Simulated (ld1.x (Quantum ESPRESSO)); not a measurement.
strontium, PAW: configuration errors across variants

* Element: Sr
* Generator: ld1.x (Quantum ESPRESSO) 7.5
* Type: PAW
* Functional: PBE
* Relativity: scalar-relativistic
* Frozen core: [Ar] 3d10
* Valence charge: 10
* Reference configuration: 4s2 4p6 4d0 5s1.5 5p0.5
* Partial waves: 4s (bound): rcut 1.75, rcutus 2.00 bohr; 5s (bound): rcut 1.75, rcutus 2.00 bohr; 4p (bound): rcut 2.25, rcutus 2.55 bohr; 5p (bound): rcut 2.25, rcutus 2.55 bohr; 4d (bound, empty): rcut 2.35, rcutus 2.65 bohr; 4d channel at 0.85 Ry: rcut 2.35, rcutus 2.65 bohr
* Local potential: all-electron potential smoothed inside 1.60 bohr (lloc = -2)
* Core correction: Bessel-smoothed model core inside 1.35 bohr
* Augmentation charge: BESSEL, radius 1.25 bohr

All-electron excitation energies from the reference (eV): (1) 4s2 4p6 4d0 5s2 5p0 -1.135; (2) 4s2 4p6 4d0 5s1 5p0 4.750; (3) 4s2 4p6 4d0 5s0 5p0 15.757; (4) 4s2 4p6 4d1 5s1 5p0 1.189; (5) 4s2 4p5 4d0 5s2 5p0 27.174; (6) 4s2 4p6 4d0.5 5s1.5 5p0 0.011; (7) 4s2 4p6 4d0 5s1 5p1 1.164.

On the changes marked as counting shells twice: ld1.x takes every shell without a wave as core, so the model core holds the marked electrons as well and exchange and correlation see them twice. This cancels in the reference configuration, but the file is broken for other ones, and its errors say nothing about a proper core correction.

The overlap operator is not positive definite (basis up to 400 Ry) in “base”, “augmentation BESSEL, radius 1.30 bohr”, “all radii but the core radius scaled by about 1.25 (s 2.50, p 3.20, d 3.32 bohr, rcut 2.20/2.82/2.94); local potential all-electron potential smoothed inside 2.00 bohr (lloc = -2); augmentation BESSEL, radius 1.56 bohr”, “waves 4d (bound): rcut 2.35, rcutus 2.60 bohr; 4d channel at 0.85 Ry: rcut 2.35, rcutus 2.60 bohr”, “wave 4d channel at 0.85 Ry: rcut 2.35, rcutus 2.65 bohr becomes 4d channel at 3.32 Ry: rcut 2.35, rcutus 2.65 bohr”, “waves 4s (bound): rcut 1.28, rcutus 1.36 bohr; 5s (bound): rcut 1.28, rcutus 1.36 bohr”. Such files are unfit for use, however small their errors in these radial tests.

Tests that are not counted but printed errors over 1 eV. “all radii but the core radius scaled by about 1.25 (s 2.50, p 3.20, d 3.32 bohr, rcut 2.20/2.82/2.94); local potential all-electron potential smoothed inside 2.00 bohr (lloc = -2); augmentation BESSEL, radius 1.56 bohr”: 4s2 4p6 4d0 5s0 5p0 (solver errors, printed error -497 eV).

2 further variants failed, have other tests or another functional or relativity, and are left out.

Errors AE − PS in meV (a dash: test not solved or not reliable):

| change | (1) | (2) | (3) | (4) | (5) | (6) | (7) | bound ghosts |
| --- | --- | --- | --- | --- | --- | --- | --- | --- |
| base | +0.6 | -0.1 | -0.9 | +1.1 | +191 | +1.0 | +0.5 | not determined (overlap not positive) |
| augmentation BESSEL, radius 1.30 bohr | +0.6 | -0.1 | -0.8 | +0.4 | +158 | +0.6 | +0.5 | not determined (overlap not positive) |
| all radii but the core radius scaled by about 1.25 (s 2.50, p 3.20, d 3.32 bohr, rcut 2.20/2.82/2.94); local potential all-electron potential smoothed inside 2.00 bohr (lloc = -2); augmentation BESSEL, radius 1.56 bohr | +4.6 | -21 | – | +18 | – | – | – | not determined (overlap not positive) |
| waves 4d (bound): rcut 2.35, rcutus 2.60 bohr; 4d channel at 0.85 Ry: rcut 2.35, rcutus 2.60 bohr | +0.6 | -0.1 | -0.9 | +1.1 | +191 | +1.0 | +0.5 | not determined (overlap not positive) |
| wave 4d channel at 0.85 Ry: rcut 2.35, rcutus 2.65 bohr becomes 4d channel at 3.32 Ry: rcut 2.35, rcutus 2.65 bohr | +0.6 | -0.1 | -0.9 | +1.3 | +191 | +1.0 | +0.6 | not determined (overlap not positive) |
| waves 4s (bound): rcut 1.28, rcutus 1.36 bohr; 5s (bound): rcut 1.28, rcutus 1.36 bohr | +0.1 | -0.2 | -0.4 | +0.4 | +67 | +0.1 | +0.3 | not determined (overlap not positive) |

(1) Give the same row for: type RRKJ; waves now 4p (bound): rc 2.55 bohr; 4d (bound): rc 2.65 bohr; 4s (bound): rc 2.00 bohr; local potential the s channel; rho0 0.001 (5p, 5s counted twice).

## Answers

(1) +130, -467, -1711, -199, +298, -37, -155; bound ghosts: none. ld1.x takes every shell without a wave as core, so the model core holds the 5p, 5s electrons as well and exchange and correlation see them twice. This cancels in the reference configuration, but the file is broken for other ones, and its errors say nothing about a proper core correction.
